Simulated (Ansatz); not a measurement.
C₅H₉O₂, doublet, at a GFN2-xTB geometry; Ansatz (an electronic-structure program) with REVPBE/STO-3G.

Input for Ansatz:
Ansatz 0.2 input:
```yaml
crystal:
  periodic: [false, false, false]
  atoms:
    - {symbol: C, position_ang: [3.00044396, 0.79759710, 0.66571039]}
    - {symbol: C, position_ang: [2.04587120, -0.27584483, 0.15800473]}
    - {symbol: C, position_ang: [0.59272182, 0.07786896, 0.47280372]}
    - {symbol: C, position_ang: [-0.35921282, -0.99079553, -0.03562520]}
    - {symbol: O, position_ang: [-1.75466371, -0.65762448, 0.31851904]}
    - {symbol: C, position_ang: [-2.41281035, 0.18240398, -0.37523275]}
    - {symbol: O, position_ang: [-2.20749478, 0.84503096, -1.35174181]}
    - {symbol: H, position_ang: [2.90956674, 0.91094893, 1.74349166]}
    - {symbol: H, position_ang: [4.02877643, 0.53229733, 0.43361832]}
    - {symbol: H, position_ang: [2.77920662, 1.75523836, 0.20052992]}
    - {symbol: H, position_ang: [2.29347661, -1.23348074, 0.62104767]}
    - {symbol: H, position_ang: [2.16428389, -0.38738017, -0.92173398]}
    - {symbol: H, position_ang: [0.33960557, 1.03177650, 0.00430436]}
    - {symbol: H, position_ang: [0.46487997, 0.18610122, 1.55204715]}
    - {symbol: H, position_ang: [-0.18226422, -1.95518600, 0.44115568]}
    - {symbol: H, position_ang: [-0.30234651, -1.08694523, -1.12264397]}
basis:
  gaussian:
    orbitals: STO-3G
hamiltonian:
  xc: revpbe
magnetization: {spin_polarized: true, initial_magnetization: 1}
```

It wrote (shortened):

```
Functional definition: revPBE
635 factors; integrals over basis functions are off by at most 4.4e-5 eV
mean field evaluation 1: about -9300.5256 eV, gradient 1.3e1 eV
mean field evaluation 2: about -9290.2640 eV, gradient 4.9e1 eV
mean field evaluation 4: about -9301.5959 eV, gradient 1.9e0 eV
mean field evaluation 8: about -9301.4293 eV, gradient 1.1e-1 eV
mean field evaluation 16: about -9301.4294 eV, gradient 2.6e-5 eV
mean field -9301.42938469 eV, -341.8212251521 hartree, gradient 2.6e-5 eV, S^2 0.751185; 0 other end points of the search recorded, 0 dependent functions left out
reference -9301.42941620 eV, -341.8212263099 hartree; 28, 27 occupied and 16, 17 virtual orbitals, 635 factors
Total energy: -9301.42941620 eV, -341.8212263099 hartree
```
